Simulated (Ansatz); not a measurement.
```xyz
10

Cl   -2.511   -1.077   -1.045
C    -1.045   -0.446   -0.436
C    -0.228   -1.001    0.472
C     0.933   -0.045    0.667
Si    0.056    1.042   -0.616
H    -0.358   -1.954    0.981
H     1.010    0.356    1.681
H     1.901   -0.461    0.380
H    -0.485    2.349   -0.157
H     0.728    1.237   -1.928
```

Total charge 0; spin multiplicity 1.

Problem. List the PBE/def2-TZVPP orbital energies in eV (Ansatz). (Best estimate.)

Solution. Computed: Occupied: -2739.23, -1779.77, -270.23, -269.67, -269.11, -249.76, -190.53, -190.27, -190.24, -137.51, -94.26, -94.23, -94.22, -21.86, -20.05, -16.16, -14.18, -12.29, -11.60, -10.81, -10.06, -8.91, -8.55, -8.32, -7.44, -6.85, -6.21. Lowest empty: -1.41, -0.83, 0.10, 0.54, 0.99, 1.37, 1.71, 1.78.
